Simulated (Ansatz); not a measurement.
Cost and result for the atomization energy of `CB(F)OC(C)=O` (13 atoms, 12 bonds).

Cartesian coordinates in Å:
```
C -0.6397 2.0567 0.2347
B -0.7151 0.9583 -0.8610
F -1.3476 1.1874 -2.0053
O -0.2044 -0.3219 -0.7875
C 0.6817 -0.7611 0.1475
C 0.6657 -2.2517 0.2409
O 1.3888 -0.0295 0.7735
H -1.4347 2.7933 0.1089
H 0.3199 2.5771 0.1478
H -0.6639 1.6493 1.2460
H 0.8861 -2.6803 -0.7387
H -0.3335 -2.5919 0.5209
H 1.3969 -2.5854 0.9724
```

The species carries charge 0 and has multiplicity 1. The structure was optimised at the PBE0-D4/def2-TZVP level. It is one conformer, not always the lowest. Program: Ansatz. All runs use 2 threads of an AMD EPYC 7R13 on a shared host and a share of an NVIDIA H100 80 GB. Times are those of one run each, without the atoms' runs, and a repeat can differ threefold. Electronic energies, without spin–orbit coupling; frozen cores. CCSD(T)/CBS adds CCSD(T) − MP2 in def2-TZVPP to the MP2 limit, and its time is that of the two runs behind it. T1 = 0.014. B3LYP takes the VWN-RPA correlation (the form of Gaussian; ORCA's B3LYP/G).

CCSD(T)/CBS is a level of theory with its own doubt, some kJ/mol a heavy atom from the limit and from the frozen cores, so smaller differences don't rank the functionals.

```tsv
level	functions	wall time
PBE0-D4/def2-TZVPP	301	2.1 s
B3LYP-D4/def2-TZVPP (with forces)	301	2.6 s
PBE-D4/def2-TZVPP (with forces)	301	2.6 s
B2PLYP/def2-TZVPP	301	2.8 s
r2SCAN-D4/def2-TZVPP (with forces)	301	3.1 s
ωB97X-V/def2-TZVPP	301	3.5 s
ωB97M-V/def2-TZVPP (with forces)	301	4 s
MP2/def2-QZVPP	579	4.3 s
CCSD(T)/def2-TZVPP	301	6 s
CCSD(T)/CBS(def2)	–	10 s
```

(1) What atomization energy does each give, and how far from CCSD(T)/CBS? (Best estimate.)

Results:

(1) Ansatz gave: 
```
                             level  atomization (kcal/mol)  difference from CCSD(T)/CBS  per bond
                PBE0-D4/def2-TZVPP                  1376.7                         10.8       0.9
 B3LYP-D4/def2-TZVPP (with forces)                  1368.7                          2.8       0.2
   PBE-D4/def2-TZVPP (with forces)                  1409.5                         43.6       3.6
                 B2PLYP/def2-TZVPP                  1358.7                         -7.2      -0.6
r2SCAN-D4/def2-TZVPP (with forces)                  1379.0                         13.1       1.1
                ωB97X-V/def2-TZVPP                  1370.7                          4.8       0.4
  ωB97M-V/def2-TZVPP (with forces)                  1374.8                          8.9       0.7
                    MP2/def2-QZVPP                  1390.9                         25.0       2.1
                CCSD(T)/def2-TZVPP                  1333.8                        -32.1      -2.7
                 CCSD(T)/CBS(def2)                  1365.9                          0.0       0.0
```

From PBE to PBE0 (25 % exact exchange), in def2-TZVPP and without D4, the atomization energy moves by −31.9 kcal/mol: exact exchange takes away binding that semilocal exchange gives to molecules. In def2-TZVPP, CCSD(T) changes the Hartree–Fock value by +324.1 kcal/mol (the triples alone add +22.1 kcal/mol) and MP2 by +362.3 kcal/mol; breaking electron pairs costs correlation energy, which Hartree–Fock lacks. The D4 term adds +9.1 kcal/mol with B3LYP and +4.8 kcal/mol with PBE0; it sums over pairs of atoms, weighted by their polarisabilities, and B3LYP, whose exchange is more repulsive, gets the larger term.
